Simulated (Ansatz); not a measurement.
Two members of one family (Si nanocrystals, hexagonal, H-capped), computed with Ansatz in the gas phase. Binding counts from free atoms in the multiplicity of their measured ground term, without zero-point energy. The structures are stationary points that may keep the symmetry of their start.

First: Si18H24 (singlet, charge 0, PBE-D4/def2-SVP geometry).

| atom | x (Å) | y (Å) | z (Å) |
| --- | --- | --- | --- |
| Si1 | 3.4110 | 0.6779 | 2.9895 |
| Si2 | 4.4737 | -0.0736 | 1.0089 |
| Si3 | 1.0827 | 0.7847 | 2.6678 |
| Si4 | 0.6108 | 2.2501 | 0.8896 |
| Si5 | 2.8689 | -0.4833 | -0.6635 |
| Si6 | 1.6733 | 1.4968 | -1.0904 |
| Si7 | -1.7143 | 2.3766 | 0.5609 |
| Si8 | -2.1683 | 3.8546 | -1.2125 |
| Si9 | 0.0728 | 1.1086 | -2.7699 |
| Si10 | -1.1077 | 3.0993 | -3.1928 |
| Si11 | 0.2814 | -1.3480 | 2.0825 |
| Si12 | 1.3440 | -2.1013 | 0.1025 |
| Si13 | -2.0476 | -1.2590 | 1.7673 |
| Si14 | -2.4849 | 0.2271 | -0.0026 |
| Si15 | -0.2607 | -2.5289 | -1.5629 |
| Si16 | -1.4224 | -0.5272 | -1.9823 |
| Si17 | -2.8370 | -3.4008 | 1.1930 |
| Si18 | -1.7733 | -4.1556 | -0.7846 |
| H19 | 3.9400 | 2.0417 | 3.3587 |
| H20 | 3.7280 | -0.2697 | 4.1208 |
| H21 | 5.4505 | 0.9742 | 0.5333 |
| H22 | 5.2456 | -1.3366 | 1.2990 |
| H23 | 0.3798 | 1.2627 | 3.9174 |
| H24 | 1.1488 | 3.6251 | 1.2151 |
| H25 | 3.5202 | -0.9662 | -1.9389 |
| H26 | 2.6303 | 2.5729 | -1.5467 |
| H27 | -2.3812 | 2.8339 | 1.8377 |
| H28 | -1.6667 | 5.2356 | -0.8693 |
| H29 | -3.6572 | 3.9409 | -1.4394 |
| H30 | 0.7611 | 0.6060 | -4.0179 |
| H31 | -0.1600 | 4.1607 | -3.6928 |
| H32 | -2.1466 | 2.8599 | -4.2608 |
| H33 | 0.6016 | -2.3266 | 3.1879 |
| H34 | 2.0855 | -3.3781 | 0.4258 |
| H35 | -2.7099 | -0.7516 | 3.0275 |
| H36 | -3.9735 | 0.2778 | -0.2602 |
| H37 | 0.4308 | -2.9871 | -2.8261 |
| H38 | -2.4907 | -0.7746 | -3.0224 |
| H39 | -2.5572 | -4.3676 | 2.3165 |
| H40 | -4.3294 | -3.3540 | 0.9769 |
| H41 | -1.0386 | -5.4430 | -0.5016 |
| H42 | -2.8139 | -4.4343 | -1.8410 |

```csv
level,HOMO (eV),LUMO (eV),gap (eV),binding per atom (eV)
PBE-D4/def2-SVP,-6.09,-2.22,3.87,3.29
PBE-D4/def2-TZVP,-6.07,-2.39,3.67,3.29
PBE0-D4/def2-SVP,-7.06,-1.59,5.47,3.29
PBE0-D4/def2-TZVP,-6.99,-1.71,5.27,3.29
```

Second: Si21H28 (singlet, charge 0, PBE-D4/def2-SVP geometry).

```xyz
49

Si   -1.0968    4.0720    1.9172
Si    0.6741    2.5162    2.1345
Si   -1.5807   -1.0350    3.4779
Si    0.1925   -2.5831    3.7370
Si   -3.4983    1.2271    0.9987
Si   -2.6630    3.3205    0.3260
Si   -1.7193   -0.3081    1.2482
Si    0.3284    0.6971    0.6912
Si    1.2906   -2.8922    1.6772
Si    2.1242   -0.8187    0.9491
Si   -1.5792    3.0351   -1.7425
Si    0.2141    1.5127   -1.5077
Si    2.2526    2.5781   -1.9864
Si    3.2428   -1.0534   -1.1042
Si    4.0536    1.0549   -1.7653
Si   -2.0272   -2.1470   -0.1793
Si   -0.2348   -3.6753    0.0639
Si   -2.1444   -1.3312   -2.3840
Si   -0.0901   -0.3240   -2.9392
Si    0.8917   -3.9511   -1.9851
Si    1.6997   -1.8545   -2.6907
H    -1.7834    4.2520    3.2487
H    -0.5505    5.4107    1.4868
H     0.7552    2.0165    3.5554
H     1.9886    3.1764    1.7969
H    -1.3557    0.1598    4.3726
H    -2.8863   -1.6748    3.8800
H     1.1751   -2.0677    4.7591
H    -0.3508   -3.9006    4.2317
H    -4.2275    1.3580    2.3143
H    -4.4778    0.7116   -0.0269
H    -3.7896    4.3194    0.1952
H     2.4266   -3.8793    1.8137
H     3.0712   -0.2575    1.9859
H    -1.0442    4.3572   -2.2345
H    -2.5572    2.5183   -2.7679
H     2.4377    3.7350   -1.0363
H     2.2133    3.1309   -3.3891
H     4.3734   -2.0455   -0.9592
H     5.0301    1.5661   -0.7348
H     4.7820    0.9368   -3.0816
H    -3.3192   -2.8460    0.1766
H    -0.7981   -5.0000    0.5231
H    -3.2453   -0.3026   -2.4773
H    -2.4597   -2.4516   -3.3448
H    -0.1278    0.1582   -4.3707
H     2.0447   -4.9090   -1.8080
H    -0.0495   -4.5176   -3.0202
H     2.3941   -1.9950   -4.0249
```

Problem. Estimate the same table for the second.

Solution. 
```json
{"level": "PBE-D4/def2-SVP", "HOMO (eV)": "-6.05", "LUMO (eV)": "-2.23", "gap (eV)": "3.82", "binding per atom (eV)": "3.30"}
{"level": "PBE-D4/def2-TZVP", "HOMO (eV)": "-6.04", "LUMO (eV)": "-2.39", "gap (eV)": "3.64", "binding per atom (eV)": "3.29"}
{"level": "PBE0-D4/def2-SVP", "HOMO (eV)": "-7.01", "LUMO (eV)": "-1.60", "gap (eV)": "5.41", "binding per atom (eV)": "3.29"}
{"level": "PBE0-D4/def2-TZVP", "HOMO (eV)": "-6.95", "LUMO (eV)": "-1.72", "gap (eV)": "5.23", "binding per atom (eV)": "3.29"}
```
